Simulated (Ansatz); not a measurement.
Program: Ansatz. Geometries: PBE0-D4/def2-TZVP. ΔE: electronic, gas phase. CBS: MP2 limit from def2 TZ/QZ plus the TZ coupled-cluster correction, frozen cores. This one scheme is used for every species. Functionals use def2-TZVPP. Elements past krypton have def2 core potentials. For Sn outer-core shells are correlated without core-valence functions, which leaves a few kJ/mol of doubt a bond. Each species was taken in one conformer, which may not be the lowest.

`Cl[Si](Cl)(Cl)[SnH2][Si](Cl)(Cl)Cl` + HCl → `[Cl][SnH2][Si](Cl)(Cl)Cl` + trichlorosilane  (cleavage of the Sn–Si bond)

Q: Is it downhill or uphill in electronic energy at CCSD(T)/CBS, and by how much? (An estimate is asked.)

A: Ansatz gave: Downhill: ΔE = -13.3 kcal/mol.

Q: What do these levels give: PBE-D4, r2SCAN0-D4, CAM-B3LYP-D4, LC-ωPBE, SCS-MP2/def2-TZVPP, HF/def2-QZVPP? (Best estimate.)

A: The calculation gave: PBE-D4 -10.3, r2SCAN0-D4 -14.1, CAM-B3LYP-D4 -14.3, LC-ωPBE -15.4, SCS-MP2/def2-TZVPP -14.8, HF/def2-QZVPP -23.8 kcal/mol.

Largest T1 diagnostic among the species: 0.011.

In def2-TZVPP, CCSD(T) changes the Hartree–Fock value by +10.0 kcal/mol (the triples alone add +1.3 kcal/mol) and MP2 by +10.5 kcal/mol. Leaving LDA and LC-ωPBE aside and taking each functional with its dispersion term where it has one, the values, not all of them listed here, spread over 5.8 kcal/mol, from B97M-V to revPBE-D4. LDA lies +3.3 kcal/mol from PBE without D4.
